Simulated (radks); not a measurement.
Values are calculated unless marked as measured or tabulated.
Species: the magnesium ion Mg3+. Configuration: [He] 2s2 2p5 (the NIST ground configuration). Level of theory: Dirac Kohn-Sham, PBEsol, spin-unpolarised, spherical densities, finite nucleus; open shells fill j = l - 1/2 first; Fermi nuclear charge, rms radius 3.057 fm (a radial shooting solver on a logarithmic mesh with Libxc functionals).

Radial electron density D(r) = 4 pi r^2 rho(r):

r (bohr)  D(r) (e/bohr)
0.01259           1.637
0.01397           1.949
0.0155            2.311
0.01706           2.695
0.01893           3.171
0.02083           3.668
0.02312           4.272
0.02565           4.947
0.02824           5.631
0.03133           6.435
0.03449           7.227
0.03827           8.126
0.04246           9.050
0.04674           9.901
0.05186           10.79
0.05709           11.55
0.06335           12.27
0.06973           12.79
0.07737           13.18
0.08585           13.33
0.0945            13.24
0.1049            12.90
0.1154            12.36
0.1281            11.57
0.1421            10.63
0.1564            9.717
0.1736            8.765
0.1911            8.014
0.212             7.431
0.2334            7.164
0.259             7.197
0.2873            7.546
0.3163            8.087
0.3509            8.799
0.3863            9.453
0.4286            10.01
0.4756            10.30
0.5236            10.23
0.5809            9.763
0.6395            8.992
0.7096            7.858
0.7873            6.528
0.8667            5.244
0.9616            3.912
1.059             2.824
1.175             1.861
1.293             1.188
1.435            0.6784
1.592            0.3563
1.752            0.1813
1.944           0.07909
2.14            0.03329
2.375           0.01158

D(r) has 2 maxima, at r = 0.0865, 0.491 bohr, and minima at 0.243 bohr, inside which lie 2.21 electrons.
